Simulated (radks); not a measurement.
Spherical quantum dot in the effective-mass picture: electrons in a hard-walled sphere of radius 3.74, all in effective atomic units (hartree* = m*/eps^2 hartree, bohr* = eps/m* bohr), one dielectric constant everywhere. Calculated with a radial shooting solver with Libxc functionals: non-relativistic Kohn-Sham, LDA (Slater exchange, Perdew-Wang correlation), spin-polarised, spherical densities. Levels are named by radial order and angular momentum (1s, 1p, 1d, 2s, ...), and open shells are averaged over m.

N = 4, configuration 1s2 1p(up 2, down 0). This is the lowest configuration that the search found. Occupied and some empty levels:

level    occupation  eigenvalue (hartree*)  <r> (bohr*)
1s up             1                 1.6495        2.098
1s down           1                 1.7201        2.088
1p up             2                 1.9386        2.337
1p down           0                 2.0126        2.338
1d up             0                 2.3536        2.497
1d down           0                 2.4274        2.501
2s up             0                 2.7503        1.792
2s down           0                 2.7993        1.793
1f up             0                 2.8768        2.616
1f down           0                 2.9489        2.620

Energy (hartree*): total 4.35219, kinetic 2.2414, external 0, Hartree 3.2425, exchange-correlation -1.1317.
